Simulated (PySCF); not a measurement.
Compound: C₄H₇NOS₂.
Numbering: `[NH2:1][C:2](=[O:3])[CH:4]1[S:5][CH2:6][CH2:7][S:8]1` (hydrogens: H9, H10 on N1; H11 on C4; H12, H13 on C6; H14, H15 on C7)

Cartesian coordinates in Å at the PBE0-D3(BJ)/def2-SVP level; atoms count from 1:
```xyz
15
C4H7NOS2 angstrom
N      2.7434   -0.3989   -0.3763
C      1.4556   -0.0598   -0.6309
O      1.1402    0.9750   -1.1758
C      0.4344   -1.0889   -0.1357
S     -1.0288   -1.1821   -1.1820
C     -1.7968    0.2469   -0.3724
C     -1.7395    0.0018    1.1235
S     -0.0778   -0.6106    1.5687
H      3.4618    0.2828   -0.5836
H      2.9949   -1.2369    0.1262
H      0.8677   -2.1004   -0.0915
H     -2.8349    0.3200   -0.7306
H     -1.2393    1.1486   -0.6612
H     -2.4824   -0.7498    1.4287
H     -1.9153    0.9310    1.6873
```

Level: CAM-B3LYP/def2-SVPD in PySCF, non-relativistic, on one gas-phase PBE0-D3(BJ)/def2-SVP geometry that isn't relaxed in the solvent. The solvent is an IEF-PCM continuum (cavity from Bondi-type radii × 1.2). Only the electrostatic response of the medium enters.

Gas phase at CAM-B3LYP/def2-SVPD: HOMO -7.99 eV, LUMO 0.61 eV, dipole 2.18 D.

Q: What does the continuum do to the energy, the frontier levels and the dipole at CAM-B3LYP/def2-SVPD in benzene and methanol?

A: 
| solvent | ε | E(solvent) − E(gas) (kcal/mol) | polarisation term (kcal/mol) | distortion of the solute (kcal/mol) | HOMO (eV) | LUMO (eV) | dipole (D) |
| --- | --- | --- | --- | --- | --- | --- | --- |
| benzene | 2.271 | -5.41 | -5.88 | 0.47 | -8.01 | 0.72 | 2.56 |
| methanol | 32.61 | -12.21 | -14.75 | 2.54 | -8.08 | 0.76 | 3.16 |

The first energy column is the sum of the next two and covers electrostatics alone. The atom shares or the degeneracy of the HOMO differ from the gas phase in methanol, so that column needn't follow one orbital. The atom shares or the degeneracy of the LUMO differ from the gas phase in methanol, so that column needn't follow one orbital. From benzene to methanol the lowering changes by a factor 2.26, Onsager's factor (ε − 1)/(2ε + 1) by 2.08 and ε itself by 14.4.

Q: Which radius a makes the point-dipole formula ΔE = −[(ε − 1)/(2ε + 1)]·μ²/a³ give the value in methanol, with the gas-phase dipole?

A: μ = 0.858 au and |ΔE| = 0.01946 Eh give a = 1.39 Å; the farthest nucleus lies 3.55 Å from the centroid of the nuclei, so such a sphere wouldn't even hold the nuclei. The formula assumes a rigid point dipole at the centre of a sphere.

Q: Give the dipole vector in the frame of the coordinates (D, pointing from negative to positive charge), gas and methanol.

A: Gas (0.96, -1.27, 1.49), solvent (1.30, -1.92, 2.15). Its length changes by +45 % and its direction by 2°.

Q: How does the static polarisability (CAM-B3LYP/def2-SVPD, frozen core, with the continuum's full static response) change?

A: 
```json
{"medium": "gas", "isotropic (au)": "95.3", "principal values (au)": "83.1, 94.0, 108.8", "⟨r²⟩ of the electrons (bohr²)": "1223.4"}
{"medium": "benzene", "isotropic (au)": "110.7", "principal values (au)": "96.8, 109.8, 125.4", "⟨r²⟩ of the electrons (bohr²)": "1222.7"}
{"medium": "methanol", "isotropic (au)": "134.8", "principal values (au)": "121.0, 134.3, 149.2", "⟨r²⟩ of the electrons (bohr²)": "1221.8"}
```

The isotropic value in methanol is 1.42 times the gas-phase one; no cavity-field correction is applied. ⟨r²⟩ is taken about the centre of nuclear charge.
